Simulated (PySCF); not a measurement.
**How the method changes the constants of CsS⁻**

State: ¹Σ⁺ (singlet), closed shell. Set-up: basis Cs def2-SVPD with ECP46, S def2-SVPD; scalar-relativistic core potentials; PySCF 2.14. De refers to Cs + S⁻ in their high-spin ground configurations, without counterpoise correction. A positive dipole points towards S; it is taken about the centre of mass and depends on that origin. Levels whose curve was spin-contaminated or gave no clean fit are not listed.

```json
{"Level": "RHF", "Re (Å)": "3.021", "ωe (cm⁻¹)": "228", "De (eV)": "n/a", "μ (D)": "-18.48", "CPU s a point (SCF and correlation, without the integrals)": "0.12"}
{"Level": "RHF-MP2", "Re (Å)": "3.069", "ωe (cm⁻¹)": "186", "De (eV)": "n/a", "μ (D)": "n/a", "CPU s a point (SCF and correlation, without the integrals)": "0.16"}
{"Level": "RHF-SCS-MP2", "Re (Å)": "3.077", "ωe (cm⁻¹)": "183", "De (eV)": "n/a", "μ (D)": "n/a", "CPU s a point (SCF and correlation, without the integrals)": "n/a"}
{"Level": "RHF-CCSD", "Re (Å)": "3.054", "ωe (cm⁻¹)": "201", "De (eV)": "n/a", "μ (D)": "n/a", "CPU s a point (SCF and correlation, without the integrals)": "n/a"}
{"Level": "LDA", "Re (Å)": "2.929", "ωe (cm⁻¹)": "228", "De (eV)": "1.91", "μ (D)": "-10.76", "CPU s a point (SCF and correlation, without the integrals)": "1.4"}
{"Level": "PBE", "Re (Å)": "2.988", "ωe (cm⁻¹)": "209", "De (eV)": "1.53", "μ (D)": "-10.68", "CPU s a point (SCF and correlation, without the integrals)": "2.5"}
{"Level": "r²SCAN", "Re (Å)": "2.984", "ωe (cm⁻¹)": "216", "De (eV)": "1.40", "μ (D)": "-11.23", "CPU s a point (SCF and correlation, without the integrals)": "3.7"}
{"Level": "r²SCANh", "Re (Å)": "2.975", "ωe (cm⁻¹)": "221", "De (eV)": "1.28", "μ (D)": "-11.98", "CPU s a point (SCF and correlation, without the integrals)": "2.9"}
{"Level": "PBE0", "Re (Å)": "2.960", "ωe (cm⁻¹)": "224", "De (eV)": "1.23", "μ (D)": "-12.55", "CPU s a point (SCF and correlation, without the integrals)": "1.2"}
{"Level": "M06", "Re (Å)": "2.951", "ωe (cm⁻¹)": "224", "De (eV)": "1.47", "μ (D)": "-11.47", "CPU s a point (SCF and correlation, without the integrals)": "1.7"}
{"Level": "ωB97X", "Re (Å)": "2.975", "ωe (cm⁻¹)": "234", "De (eV)": "1.16", "μ (D)": "-17.24", "CPU s a point (SCF and correlation, without the integrals)": "0.97"}
```

(1) What does the gradient correction do here, going from LDA to PBE?

Correlated steps freeze 5 core orbitals. Spin–orbit coupling is left out, which matters for elements this heavy, above all for dissociation energies. For an ion De counts to the pair picked by the measured ionisation energies or electron affinities, which need not be the lowest pair at this level. The highest Kohn–Sham level is positive in this anion. Much of that is self-interaction error, but it also means that the finite basis helps to hold the extra electron. The CCSD T1 diagnostic is raised, a sign that a single reference may not be enough here.

The whole job (state search and all levels along the bond) took about 4 min on 1 thread of Arm Neoverse V1 (shared host), peak memory 0.63 GiB.

## Answers

(1) PBE less LDA: +5.9 pm in Re, -8.3 % in ωe, -0.38 eV in De. The gradient correction favours the more uneven density of free atoms, so it tends to lengthen bonds and takes away much of the overbinding of LDA; so it does here.
